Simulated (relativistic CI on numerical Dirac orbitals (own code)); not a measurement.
**Energy levels of I XLVI**

Computed by Dirac-Coulomb-Breit CI, orbitals from a KLI potential per configuration, a model potential for QED, unscaled Slater integrals (own radial code, finite nucleus).

Configurations in the expansion (outside the closed core 1s2): 2s2.2p4, 2s.2p5, 2p6, 2p5.3s, 2p5.3p, 2p5.3d, 2s2.2p3.3s, 2s2.2p3.3p, 2s2.2p3.3d, 2s.2p4.3s, 2s.2p4.3p, 2s.2p4.3d, 2s2.2p3.4s, 2s2.2p3.4p, 2s2.2p3.4d, 2s2.2p3.4f. Levels of other configurations are missing.

The lowest level is 2s2.2p4 3P_2, with 71 % of that term; Hund's rules for 2s2.2p4 give 3P with J = 2, in agreement.

```tsv
No.	Configuration	Term	J	E (10³ cm⁻¹)	%	Next component (%)
1	2s2.2p4	3P	2	0.0	71	29 1D
2	2s2.2p4	1S	0	298.4	61	38 3P
3	2s2.2p4	3P	1	2477.4	100	
4	2s2.2p4	1D	2	2611.8	71	29 3P
5	2s.2p5	3P°	2	4530.2	100	
6	2s.2p5	1P°	1	4951.1	53	47 3P°
7	2s2.2p4	3P	0	5197.4	62	38 1S
8	2s.2p5	3P°	0	7070.5	100	
9	2s.2p5	3P°	1	7329.2	53	47 1P°
10	2p6	1S	0	9745.6	99	1 2s2.2p4 1S
11	2p3(2P°).3s	3P°	2	34501.0	46	29 5S°
12	2p3(2P°).3s	1P°	1	34554.1	30	27 3D°
13	2p3(2P°).3p	3P	1	35101.1	30	23 5P
14	2p3(2P°).3p	3D	2	35116.1	25	22 3P
15	2p3(2P°).3p	3D	3	35810.8	47	29 5P
16	2p3(4S°).3p	3P	1	35812.3	36	25 1P
17	2p3(2P°).3p	3P	2	35961.5	42	20 1D
18	2p3(4S°).3p	3P	0	36097.6	74	26 1S
19	2p3(2P°).3d	3D°	2	36466.3	33	30 3F°
20	2p3(2P°).3d	3F°	3	36509.1	27	21 3D°
21	2p3(2P°).3d	3D°	1	36528.6	31	28 3P°
22	2p3(2P°).3d	3P°	0	36536.0	60	29 5D°
23	2p3(2P°).3d	3F°	4	36668.2	48	29 5D°
24	2p3(4S°).3d	3D°	2	36727.5	34	28 3P°
25	2p3(2P°).3d	3D°	3	36823.4	42	22 1F°
26	2p3(4S°).3s	5S°	2	36873.4	51	34 3D°
27	2p3(4S°).3d	3D°	1	36879.0	37	26 1P°
28	2p3(4S°).3s	3S°	1	36936.2	53	43 3D°
29	2p3(2D°).3s	3D°	3	37047.9	96	2 2s2.2p3.3d 3D°
30	2p3(2D°).3s	1D°	2	37085.0	66	32 3D°
31	2p3(2P°).3s	3P°	0	37281.5	99	
32	2p3(2P°).3s	3P°	1	37305.7	66	33 1P°
33	2p3(4S°).3p	5P	1	37459.1	45	21 3D
34	2p3(2D°).3p	3F	2	37517.1	34	27 3P
35	2p3(2D°).3p	3F	3	37639.8	43	32 1F
36	2p3(2D°).3p	3P	2	37826.1	54	21 1D
37	2p3(2P°).3p	3D	1	37865.7	72	23 1P
38	2p3(2P°).3p	3P	0	38093.2	68	31 1S
39	2p3(4S°).3p	5P	3	38158.6	50	25 3F
40	2p3(4S°).3p	3P	2	38178.7	38	30 3D
41	2p3(4S°).3p	3P	0	38211.2	94	5 1S
42	2p3(2D°).3p	1P	1	38295.3	46	30 3D
43	2p3(2D°).3p	3D	3	38327.7	61	33 1F
44	2p3(2D°).3p	3F	4	38346.1	100	
45	2p3(2D°).3p	3P	1	38476.4	74	16 1P
```

Energies count from the lowest computed level; ° marks odd parity. Percentages are summed over parent terms; the parents shown are those of the largest component, closed shells are left out there.

The mean weight of the leading LS term, summed over parents, in these 45 levels is 58 %, and that of the leading jj configuration (from the same eigenvectors) 97 %, so jj coupling describes them better and the LS labels are nominal.

At this charge energies of transitions that change n are usually good to better than 1 %, and those within a shell (Δn = 0) to a few per cent.

LS names give the leading component of a level, which can be under half, so a name can repeat, a term be missing and a line seem to break the LS rules.
